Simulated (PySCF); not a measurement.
Cartesian coordinates (Å):
```xyz
13

Zn     0.0130    -0.0216    -0.0548
N     -1.0904     1.4340    -0.0615
H     -0.9637     2.0531    -0.8732
H     -0.9987     2.0360     0.7675
N      0.9456    -1.5817    -0.1296
C      0.3090    -2.8730    -0.0389
C      2.3822    -1.6433    -0.0263
H      0.6562    -3.5702    -0.8458
H      0.5108    -3.4007     0.9318
H     -0.7936    -2.7904    -0.1393
H      2.7404    -2.0780     0.9456
H      2.8355    -2.2786    -0.8318
H      2.8387    -0.6352    -0.1176
```
Charge 0, multiplicity 1.

### Question
What HOMO–LUMO gap, total energy, charge on the central atom (meta-Löwdin), charge on the central atom (Mulliken) and HOMO does TPSSh-D3(BJ)/def2-TZVP // PBE-D3(BJ)/def2-SVP in PySCF give?

### Answer

The HOMO–LUMO gap is 4.32 eV. The total energy comes out as -1970.0095 Ha and the charge on the central atom (meta-Löwdin) is 1.12 e. The charge on the central atom (Mulliken) is 0.30 e and the HOMO is -5.01 eV.
